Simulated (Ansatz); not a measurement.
`CN(C)N[SiH3]` + `OC(O)(O)F` → `OC(O)(F)O[SiH3]` + `CN(C)N`  (ligand exchange at the Si–N bond)

Isolated molecules relaxed with PBE0-D4/def2-TZVP in Ansatz; ΔE leaves out vibrations. CCSD(T)/CBS is the MP2 limit (def2-TZVPP, def2-QZVPP) plus CCSD(T) − MP2 in def2-TZVPP, frozen cores. This one scheme is used for every species. DFT in def2-TZVPP. B3LYP here is the variant with VWN-RPA as its local correlation; programs differ in this. Each species was taken in one conformer, which may not be the lowest.

(1) Is it downhill or uphill in electronic energy at CCSD(T)/CBS, and by how much? (Estimate.)

(2) What do these levels give: PBE-D4, PBE0-D4, B3LYP-D4, SCS-MP2/def2-TZVPP, CCSD/def2-TZVPP, MP2/def2-QZVPP? (Best estimate.)

Largest T1 diagnostic among the species: 0.012.

Answers

(1) The calculation gave: Downhill: ΔE = -9.9 kcal/mol.

(2) The calculation gave: PBE-D4 -8.3, PBE0-D4 -8.6, B3LYP-D4 -9.6, SCS-MP2/def2-TZVPP -10.1, CCSD/def2-TZVPP -10.2, MP2/def2-QZVPP -9.6 kcal/mol.

In def2-TZVPP, CCSD(T) changes the Hartree–Fock value by +2.0 kcal/mol (the triples alone add +0.2 kcal/mol) and MP2 by +2.4 kcal/mol.
